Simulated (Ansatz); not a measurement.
Consider the ligand exchange at a B–N bond: `CNBN` + `[SH][GeH3]` → `NB[S][GeH3]` + CH₃NH₂.

Isolated molecules relaxed with PBE0-D4/def2-TZVP in Ansatz; ΔE leaves out vibrations. CCSD(T)/CBS is the MP2 limit (def2-TZVPP, def2-QZVPP) plus CCSD(T) − MP2 in def2-TZVPP, frozen cores. Functionals use def2-TZVPP. HSE06 is defined as in plane-wave codes. For Ge outer-core shells are correlated without core-valence functions, which leaves a few kJ/mol of doubt a bond. Scalar relativity is left out up to krypton. Each species was taken in one conformer, which may not be the lowest.

| level | ΔE (eV) |
| --- | --- |
| PBE-D4 | 0.26 |
| ωB97X-V | 0.30 |
| r2SCANh | 0.29 |
| r2SCAN0 | 0.30 |
| HSE06 | 0.29 |
| CCSD(T)/def2-SVP | 0.34 |
| SCS-MP2/def2-TZVPP | 0.28 |
| CCSD/CBS(def2) | 0.30 |

Q: What does CCSD(T)/CBS give? (Estimate.)

A: The calculation gave: +0.27 eV. The listed levels differ from it by -0.01, 0.03, 0.02, 0.03, 0.02, 0.07, 0.01, 0.03 eV.

Largest T1 diagnostic among the species: 0.012.

The D4 term adds −0.04 eV with B3LYP and −0.02 eV with PBE0; it sums over pairs of atoms, weighted by their polarisabilities, and B3LYP, whose exchange is more repulsive, gets the larger term. In def2-TZVPP, CCSD(T) changes the Hartree–Fock value by −0.10 eV (the triples alone add −0.03 eV) and MP2 by −0.14 eV. Leaving LDA and LC-ωPBE aside and taking each functional with its dispersion term where it has one, the values, not all of them listed here, spread over 0.15 eV, from revPBE-D4 to CAM-B3LYP-D4. LDA lies +0.09 eV from PBE without D4.

B3LYP here is the variant with VWN-RPA as its local correlation; programs differ in this.
